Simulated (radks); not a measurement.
Coherent X-ray form factor from a spherical all-electron density. Calculated with a radial shooting solver on a logarithmic mesh with Libxc functionals: Dirac Kohn-Sham, SOGGA, spin-unpolarised, spherical densities, finite nucleus; Fermi nuclear charge, rms radius of each element as measured or else 0.836 A^(1/3) + 0.57 fm.

| sin(theta)/lambda (1/angstrom) | f0 (electrons) |
|---|---|
| 0.05 | 21.581 |
| 0.1 | 20.468 |
| 0.15 | 18.953 |
| 0.2 | 17.293 |
| 0.25 | 15.646 |
| 0.3 | 14.104 |
| 0.4 | 11.512 |
| 0.5 | 9.636 |
| 0.6 | 8.363 |
| 0.8 | 6.892 |
| 1 | 5.961 |
| 1.25 | 4.915 |
| 1.5 | 3.939 |
| 2 | 2.502 |

The species is in the configuration that NIST lists as its ground one. Which atom or ion scatters so?

Answer. The vanadium ion V+, [Ar] 3d4. Extrapolating in s^2 from the first two rows gives f0(0) = 22.0, near the electron count 22; among species with that count, the fall with angle is slower the higher Z, and the table is that of Z = 23; from so few rows the species is fixed only to a neighbour or two.
